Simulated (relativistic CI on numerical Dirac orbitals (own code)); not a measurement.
d2 in a ligand field

Computed with a parametric ligand-field model of a d^n configuration (Racah B and C, spin-orbit zeta, crystal field), exact diagonalisation.

Field parameters in Wybourne normalisation: Oh B⁴₀ = 21Dq, B⁴₄ = √(5/14) B⁴₀. The field is a parameter set, without covalency.

Q: Ground term and bands for B = 720, C = 3720, ζ = 0 cm⁻¹, Oh, 10Dq = 29520 cm⁻¹?

A: Ground term 3T1 with 0.01 electrons in the two orbitals of the cubic e set. Spin-allowed: 3T2 27871 cm⁻¹ (359 nm), 3T1 37022 cm⁻¹ (270 nm), 3A2 57391 cm⁻¹ (174 nm). Lowest spin-forbidden: 1T2 12057 cm⁻¹ (829 nm), 1E 12165 cm⁻¹ (822 nm), 1A1 27094 cm⁻¹ (369 nm).

Q: Ground term and bands for B = 720, C = 3720, ζ = 0 cm⁻¹, Oh, 10Dq = 720 cm⁻¹?

A: Ground term 3T1 with 0.18 electrons in the two orbitals of the cubic e set. Spin-allowed: 3T2 583 cm⁻¹, 3A2 1303 cm⁻¹, 3T1 11247 cm⁻¹ (889 nm). Lowest spin-forbidden: 1T2 11289 cm⁻¹ (886 nm), 1E 11623 cm⁻¹ (860 nm), 1T2 16278 cm⁻¹ (614 nm).

Q: Ground term and bands for B = 720, C = 3720, ζ = 0 cm⁻¹, Oh, 10Dq = 20880 cm⁻¹?

A: Ground term 3T1 with 0.02 electrons in the two orbitals of the cubic e set. Spin-allowed: 3T2 19386 cm⁻¹ (516 nm), 3T1 28692 cm⁻¹ (349 nm), 3A2 40266 cm⁻¹ (248 nm). Lowest spin-forbidden: 1T2 12122 cm⁻¹ (825 nm), 1E 12275 cm⁻¹ (815 nm), 1A1 26125 cm⁻¹ (383 nm).

Q: Ground term and bands for B = 720, C = 3720, ζ = 0 cm⁻¹, Oh, 10Dq = 32400 cm⁻¹?

A: Ground term 3T1 with 0.01 electrons in the two orbitals of the cubic e set. Spin-allowed: 3T2 30714 cm⁻¹ (326 nm), 3T1 39828 cm⁻¹ (251 nm), 3A2 63114 cm⁻¹ (158 nm). Lowest spin-forbidden: 1T2 12039 cm⁻¹ (831 nm), 1E 12137 cm⁻¹ (824 nm), 1A1 27306 cm⁻¹ (366 nm).

Q: Ground term and bands for B = 720, C = 3720, ζ = 0 cm⁻¹, Oh, 10Dq = 2160 cm⁻¹?

A: Ground term 3T1 with 0.15 electrons in the two orbitals of the cubic e set. Spin-allowed: 3T2 1789 cm⁻¹, 3A2 3949 cm⁻¹ (2532 nm), 3T1 12219 cm⁻¹ (818 nm). Lowest spin-forbidden: 1T2 11673 cm⁻¹ (857 nm), 1E 12274 cm⁻¹ (815 nm), 1T2 16865 cm⁻¹ (593 nm).
